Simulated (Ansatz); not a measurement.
System: sum formula ZnOH (charge +1, singlet). SMILES: [OH][Zn+]
Coordinates optimised at B3LYP-D3(BJ)/def2-TZVP (Ansatz, a first-principles code):
```
O
H 1 0.9735
Zn 1 1.7713 2 113.57
```
Charge +1, spin multiplicity 1.

Wanted: vertical ionisation energy (to the doublet state of charge +2; each state is the SCF solution reached for its spin; for the singlet T1 is 0.026), in eV. Valence correlation only, unless marked. Open shells are spin-unrestricted. Spin-orbit coupling is left out. The frozen core is the preceding noble-gas configuration, with the filled d and f shells of earlier blocks. No relativistic terms. CBS(X,Y): correlation extrapolated as X^-3; Hartree-Fock from the larger set.

```tsv
level	program	vertical ionisation energy (eV)
PBE0/def2-TZVPD	Ansatz	17.41
wB97X-V/def2-TZVPD	Ansatz	(withheld)
SCS-MP2/def2-SVPD	Ansatz	17.07
CCSD/def2-TZVPPD	Ansatz	(withheld)
CCSD/def2-QZVPPD	Ansatz	17.17
CCSD(T)/CBS(def2-TZVPPD,def2-QZVPPD)	Ansatz	17.50
```

Some entries are withheld; supply them.


- wB97X-V/def2-TZVPD, vertical ionisation energy (eV): 17.36
- CCSD/def2-TZVPPD, vertical ionisation energy (eV): 17.05
